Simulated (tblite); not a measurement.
Compound: C₇H₈F₂.
Atom-mapped SMILES: `[CH2:1]=[CH:2][CH2:3][C:4]1=[CH:5][C:6]([F:7])([F:8])[CH2:9]1` (hydrogens: H10, H11 on C1; H12 on C2; H13, H14 on C3; H15 on C5; H16, H17 on C9)

The geometry is computed with GFN2-xTB (gas phase).

Q: List the bond lengths, angles and torsions at this level.

A: 
| bond | length (Å) |
| --- | --- |
| C1=C2 | 1.319 |
| C2–C3 | 1.504 |
| C3–C4 | 1.483 |
| C4=C5 | 1.336 |
| C5–C6 | 1.503 |
| C6–F7, C6–F8 | 1.359 |
| C6–C9 | 1.546 |
| C4–C9 | 1.515 |
| C1–H10 | 1.077 |
| C1–H11 | 1.078 |
| C2–H12 | 1.082 |
| C3–H13, C3–H14 | 1.092 |
| C5–H15 | 1.072 |
| C9–H16, C9–H17 | 1.088 |

Bonds in one row agree within 0.01 Å and their mean is given. A selection of angles:
| angle | degrees |
| --- | --- |
| C2–C1–H10 | 121.8 |
| C2–C1–H11 | 121.9 |
| H10–C1–H11 | 116.3 |
| C1–C2–C3 | 124.3 |
| C1–C2–H12 | 120.9 |
| C3–C2–H12 | 114.8 |
| C2–C3–C4 | 109.6 |
| C2–C3–H13 | 109.6 |
| C4–C3–H13 | 109.7 |
| H13–C3–H14 | 109.3 |
| C3–C4–C5 | 135.3 |
| C3–C4–C9 | 129.6 |
| C5–C4–C9 | 95.1 |
| C4–C5–C6 | 92.9 |
| C4–C5–H15 | 135.8 |
| C6–C5–H15 | 131.4 |
| C5–C6–F7 | 117.0 |
| C5–C6–C9 | 87.4 |
| F7–C6–F8 | 105.2 |
| F7–C6–C9 | 115.4 |
| C6–C9–H16 | 114.0 |
| C4–C9–C6 | 84.6 |
| C4–C9–H16 | 116.0 |
| H16–C9–H17 | 110.2 |

Dihedral angles: C1–C2–C3–C4 119° (anticlinal); C2–C3–C4–C5 106° (anticlinal); C3–C4–C5–C6 -177° (antiperiplanar); C4–C5–C6–F7 -117° (anticlinal); C5–C6–C9–C4 0° (synperiplanar); C3–C4–C9–C6 178° (antiperiplanar). The mirror-image conformer, all signs reversed, is as good.

Of the pairs four or more bonds apart, H11···H13 is among the closest relative to their van der Waals radii: 2.42 Å, 101 % of the sum of Bondi's values. The 4-membered ring C4–C5–C6–C9 has internal angles of 84.6° to 95.1°; it is planar, 0.00 Å rms from its mean plane, widest ring torsion 0°. The C–C distances run from 1.319 Å (C1=C2, drawn double) to 1.546 Å (C6–C9, drawn single), a spread of 0.227 Å.

Point group: C1 (no symmetry element, even within 0.4 Å). Its GFN2-xTB frequencies are all real (lowest 30 cm⁻¹). The numbers are those of one conformer. 3 starts were optimised and ended at 0.00, 0.03 and 0.09 kcal/mol (GFN2-xTB); the lowest of these is shown.
